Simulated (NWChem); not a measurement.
All runs are NWChem calculations. System: C$_{2}$H$_{8}$N$_{2}$Si, charge 0, spin multiplicity 1, at a geometry optimised with PBE0/def2-SVP. The structure started from a generated list of species. Level: MP2/def2-SVP, 9 core orbitals frozen.

The NWChem input:

```
start mol
memory heap 200 mb stack 800 mb global 1000 mb
geometry units angstroms nocenter noautoz noautosym
  Si    -0.022789     0.770933     0.915781
  N      0.946009     1.827627    -0.050343
  H      1.368250     1.672732    -0.960435
  H      1.197380     2.735420     0.324313
  N     -0.251102    -0.597397    -0.145310
  C     -0.930058    -1.754788     0.389385
  C      0.167085    -0.768245    -1.512217
  H     -1.833716    -2.007502    -0.197993
  H     -0.280073    -2.651086     0.395891
  H     -1.244359    -1.563354     1.427918
  H      0.988168    -1.504768    -1.613464
  H     -0.670023    -1.128529    -2.139618
  H      0.506907     0.180607    -1.950974
end
basis spherical
  * library def2-svp
end
scf
  rhf
  nopen 0
  maxiter 100
  thresh 1e-7
  semidirect memsize 60000000 filesize 0
end
mp2
  freeze core 9
end
task mp2 energy
```

Part of the output:

```
             Northwest Computational Chemistry Package (NWChem) 7.3.0
             --------------------------------------------------------

                                NWChem Input Module
                                -------------------

 Scaling coordinates for geometry "geometry" by  1.889725989
 (inverse scale =  0.529177249)

                             Geometry "geometry" -> ""
                             -------------------------

 Output coordinates in angstroms (scale by  1.889725989 to convert to a.u.)

  No.       Tag          Charge          X              Y              Z
 ---- ---------------- ---------- -------------- -------------- --------------
    1 Si                  14.0000    -0.02278900     0.77093300     0.91578100
    2 N                    7.0000     0.94600900     1.82762700    -0.05034300
    3 H                    1.0000     1.36825000     1.67273200    -0.96043500
    4 H                    1.0000     1.19738000     2.73542000     0.32431300
    5 N                    7.0000    -0.25110200    -0.59739700    -0.14531000
    6 C                    6.0000    -0.93005800    -1.75478800     0.38938500
    7 C                    6.0000     0.16708500    -0.76824500    -1.51221700
    8 H                    1.0000    -1.83371600    -2.00750200    -0.19799300
    9 H                    1.0000    -0.28007300    -2.65108600     0.39589100
   10 H                    1.0000    -1.24435900    -1.56335400     1.42791800
   11 H                    1.0000     0.98816800    -1.50476800    -1.61346400
   12 H                    1.0000    -0.67002300    -1.12852900    -2.13961800
   13 H                    1.0000     0.50690700     0.18060700    -1.95097400

 Effective nuclear repulsion energy (a.u.)     230.2379265633

            Nuclear Dipole moment (a.u.)
            ----------------------------
        X                 Y               Z
 ---------------- ---------------- ----------------
    -0.0000018897    -0.0000113384     0.0000170075


 Summary of "ao basis" -> "" (spherical)
 ------------------------------------------------------------------------------
[...]
     1   1 0 0      0.335326      0.000000     -0.000002
     1   0 1 0     -0.035390      0.000000     -0.000011
     1   0 0 1     -0.727013      0.000000      0.000017

     2   2 0 0    -28.765885      0.000000     78.735869
     2   1 1 0      2.205360      0.000000    118.640562
     2   1 0 1     -0.136643      0.000000    -27.351652
     2   0 2 0    -26.498756      0.000000    298.436759
     2   0 1 1     -1.192106      0.000000     48.583577
     2   0 0 2    -30.905885      0.000000    145.653947

                   NWChem MP2 Semi-direct Energy/Gradient Module
                   ---------------------------------------------

  Basis functions       =    114
  Molecular orbitals    =    114
  Frozen core           =      9
  Frozen virtuals       =      0
  Active alpha occupied =     15
  Active beta occupied  =     15
  Active alpha virtual  =     90
  Active beta virtual   =     90
  Use MO symmetry       = F
  Use skeleton AO sym   = F

  AO/Fock/Back tols     =   1.0D-09  1.0D-09  1.0D-09

 GA uses MA = F    GA memory limited = T

 Available:
  local mem=  1.15D+08
 global mem=  1.31D+08
 local disk=  0.00D+00
  mp2_memr nvloc                    90
  nvloc new                    90
   1 passes of  15:        3145728                      60936                  28558324.
   1 passes of  15: M    114683558           G      131046008           F     111537830.

 Semi-direct pass number   1 of   1  for RHF alpha+beta  at       10.1s
  vrange nnbf                  6217
  mp2_eaftype                   108  avail_ma_in_mb                   999
 EAF : mp2_eaftype filesize         108   14279162.
  mp2_eaf for mointskh                    108
Node 0 wrote     67.1 Mb in      0.0 s     Agg I/O rate:  1510.1 Mb/s
 Done moints_semi at       19.0s
  mp2_eaftype                   108  avail_ma_in_mb                   891
 EAF : mp2_eaftype filesize         108   14279162.
  mp2_eaf for kh                   108
 Done maket at       19.9s
 Done multipass loop at       19.9s

          -------------------------------------------
          SCF energy                -478.005340652861
          Correlation energy          -0.713832880506
          Singlet pairs               -0.462114669172
          Triplet pairs               -0.251718211333
          Total MP2 energy          -478.719173533367
          -------------------------------------------

          ---------------------------------------------------
                    Spin Component Scaled (SCS) MP2
          Same spin pairs                     -0.167812140889
          Same spin scaling factor             0.333333333333
          Opposite spin pairs                 -0.546020739617
          Opposite spin scaling fact.          1.200000000000
          SCS-MP2 correlation energy          -0.711162267836
          Total SCS-MP2 energy              -478.716502920698
          ---------------------------------------------------

 -----------------------
 Performance information
 -----------------------

 Timer overhead =  2.10D-07 seconds/call

               Nr. of calls         CPU time (s)                 Wall time (s)                GFlops
             ---------------    -------------------     ------------------------------   -------------------
Name         Min   Avg   Max    Min     Avg     Max     Min     Avg     Max   Mx/calls   Min     Max     Sum
mp2: moin     1     1     1    8.9     8.9     8.9      8.9     8.9     8.9     8.9      0.0     0.0     0.0
mp2: make     1     1     1   0.89    0.89    0.89     0.89    0.89    0.89    0.89      0.0     0.0     0.0
mp2: tota     1     1     1    9.9     9.9     9.9      9.9     9.9     9.9     9.9      0.0     0.0     0.0

 The average no. of pstat calls per process was 3.00D+00
 with a timing overhead of 6.31D-07s

 Task  times  cpu:       19.9s     wall:       19.9s

 Total times  cpu:       19.9s     wall:       19.9s
```
